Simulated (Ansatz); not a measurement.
C7H8O, charge -1, doublet, at a GFN2-xTB geometry of the parent state (a state made from the parent by changing its charge; the spin is typed, not shown lowest) (a gas-phase anion, which may not be bound at this level); Ansatz (a quantum-chemistry and plane-wave program) with MP2/def2-SV(P).

Ansatz was given this input:
Ansatz 0.2 input:
```yaml
crystal:
  periodic: [false, false, false]
  atoms:
    - {symbol: C, position_ang: [-2.83485466, 0.11645217, 0.39917449]}
    - {symbol: C, position_ang: [-1.35119902, 0.04253937, 0.19543320]}
    - {symbol: C, position_ang: [-0.48079655, 0.69822704, 1.05464705]}
    - {symbol: C, position_ang: [0.88746555, 0.65034956, 0.85778854]}
    - {symbol: C, position_ang: [1.41233797, -0.06087735, -0.21302987]}
    - {symbol: O, position_ang: [2.75310773, -0.13806513, -0.44684273]}
    - {symbol: C, position_ang: [0.54999479, -0.72197732, -1.08106165]}
    - {symbol: C, position_ang: [-0.81332749, -0.66596930, -0.87292005]}
    - {symbol: H, position_ang: [-3.32025483, -0.78818912, 0.04028342]}
    - {symbol: H, position_ang: [-3.07584159, 0.25269851, 1.45093519]}
    - {symbol: H, position_ang: [-3.24713136, 0.96147983, -0.15374877]}
    - {symbol: H, position_ang: [-0.87489984, 1.25504510, 1.89283045]}
    - {symbol: H, position_ang: [1.55226643, 1.16616706, 1.53910024]}
    - {symbol: H, position_ang: [3.22889816, 0.36194627, 0.22698678]}
    - {symbol: H, position_ang: [0.96800090, -1.27300046, -1.90846528]}
    - {symbol: H, position_ang: [-1.47362327, -1.18409113, -1.55337055]}
basis:
  gaussian:
    orbitals: def2-SV_P_.json
total_charge: -1
magnetization: {spin_polarized: true, initial_magnetization: 1}
correlation: {method: mp2}
```
The basis file holds def2-SV(P) in the JSON format of the Basis Set Exchange.

Output, abridged:

```
Functional definition: HF
1409 factors; integrals over basis functions are off by at most 1.5e-3 eV
mean field evaluation 1: about -9362.1808 eV, gradient 2.6e1 eV
mean field evaluation 2: about -9362.1930 eV, gradient 2.6e1 eV
mean field evaluation 4: about -9366.5089 eV, gradient 3.7e0 eV
mean field evaluation 8: about -9366.6420 eV, gradient 1.5e-1 eV
mean field evaluation 16: about -9365.7747 eV, gradient 6.2e0 eV
mean field evaluation 32: about -9365.9581 eV, gradient 2.5e0 eV
mean field -9366.64350607 eV, -344.2177999092 hartree, gradient 1.7e-6 eV, S^2 0.835455; 5 other end points of the search recorded, 0 dependent functions left out
8 core orbitals not correlated
reference -9366.64350607 eV, -344.2177999092 hartree; 22, 21 occupied and 98, 99 virtual orbitals, 1409 factors
second order -28.56773666 eV of doubles, -0.00000000 eV of singles
Total energy: -9395.21124273 eV, -345.2676448675 hartree
```
